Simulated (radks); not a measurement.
Removal energies from the scandium ion Sc7+, [Ne] 3s2 3p2, by Delta-SCF beside the eigenvalue of the level emptied. All-electron calculation, scalar-relativistic Kohn-Sham, PBEsol, spin-polarised, spherical densities, finite nucleus; Fermi nuclear charge, rms radius of each element as measured or else 0.836 A^(1/3) + 0.57 fm. Program: a radial shooting solver on a logarithmic mesh with Libxc functionals. Open shells are filled with parallel spins first.

removed from,final configuration,Delta-SCF (eV),-eigenvalue (eV)
3p,[Ne] 3s2 3p1,158.37,147.55
3s,[Ne] 3s1 3p2,175.64,165.86
2p,[He] 2s2 2p5 3s2 3p2,554.77,523.65
2s,[He] 2s1 2p6 3s2 3p2,636.32,608.62
